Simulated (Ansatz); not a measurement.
A structure relaxed at r2SCAN-D4/def2-SVP in Ansatz, charge 1, doublet:

```xyz
7

Ti    0.605   -0.459   -0.506
Al   -0.327   -0.462    1.825
Al    0.266    1.890    0.309
Al   -1.829    0.148   -0.539
Al    2.301    0.266    1.490
Al   -0.203    1.283   -2.435
Al   -0.813   -2.666   -0.144
```

Give its formula and point group.

TiAl₆⁺. Point group Cs (tolerance 0.1 Å).

Summarise the bond lengths by kind (pairs closer than 1.2 times the sum of covalent radii, bridged metal pairs left out).

7 × Al–Al 2.74 to 2.87 Å; 6 × Al–Ti 2.51 to 2.72 Å. The metal has 6 neighbours: Al 2.51 Å, Al 2.51 Å, Al 2.51 Å, Al 2.72 Å, Al 2.72 Å, Al 2.65 Å.

The charge 1 doublet is spin-contaminated (final ⟨S²⟩ up to 2.19, 0.75 for a pure state). Another isomer (doublet) lies 1.87 eV lower at PBE0-D4/def2-TZVP; other spin states weren't run for this one.
